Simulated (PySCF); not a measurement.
Compound: [TaOF5]2- (charge -2 and singlet state).
Structure used (PBE0-D3(BJ)/def2-SVP), in Å, numbered top down from 1:
```
atom  x, y, z in Å
Ta1   -0.0006    0.0002    0.1488
O2    -0.0142   -0.0082    1.9320
F3     0.0065   -0.0019   -1.9155
F4     1.9647    0.0076   -0.0286
F5    -1.9635    0.0012   -0.0537
F6    -0.0015    1.9646   -0.0377
F7     0.0086   -1.9636   -0.0452
```

Computed with PySCF 2.14.0, PBE0-D3(BJ)/def2-SVP geometry optimisation, gas phase, def2 core potentials past Kr.

Masses are those of the commonest isotopes; rigid-rotor values at the optimised geometry. 

Problem. Give the principal moments of inertia and the rotational constants in MHz.

Solution. Ia = 278.85, Ib = 279.12, Ic = 293.17 u·Å²; 505379 MHz·u·Å²/I gives A = 1812, B = 1811, C = 1724 MHz.

Problem. Classify the top.

Solution. An oblate symmetric top, as the point group C4v requires two equal moments; the computed ones differ by 0.10 % because the geometry is symmetric only within the optimiser's tolerance: κ = (2 × 1811 − 1812 − 1724)/(1812 − 1724) ≈ 0.96.

Problem. Is it planar, by Δ = Ic − Ia − Ib?

Solution. Not planar: Δ = Ic − Ia − Ib = -264.80 u·Å². For a rigid frame Δ = −2 Σ m c², so Σ m c² = 132.40 u·Å² lies off the ab plane. The atom farthest from that plane is 1.98 Å away.

Problem. Give the other two planar moments, Paa and Pbb, and the rms extents of the mass along the axes.

Solution. Paa = Σ m a² = (Ib + Ic − Ia)/2 = 146.72 and Pbb = Σ m b² = (Ia + Ic − Ib)/2 = 146.45 u·Å². With the mass M = 291.93 u, the rms extents √(P/M) along a, b and c are 0.71, 0.71, 0.67 Å.

The dipole components (about the centre of mass, as the species is charged) are |μa| = 0.00 D, |μb| = 0.00 D, |μc| = 0.02 D.

Problem. Estimate the classical rotational partition function at 10 K, 25 K and 100 K.

Solution. Point group C4v, symmetry number σ = 4; q = (√π/σ)·√((kT/h)³/(ABC)), k/h = 20836.6 MHz/K: 560 at 10 K, 2220 at 25 K, 17700 at 100 K.

PBE0-D3(BJ)/def2-SVP frequencies: not computed here. Whether so highly charged an anion holds all its electrons in the gas phase wasn't checked; a finite basis holds them in any case. The ion is multiply charged and computed without counter-ions or solvent. Constants of a rigid frame at the computed geometry: no zero-point averaging, no centrifugal distortion.

Time: 62 s of wall time. Hardware: Arm Neoverse V1, one thread, shared host. These figures are those of the optimisation.
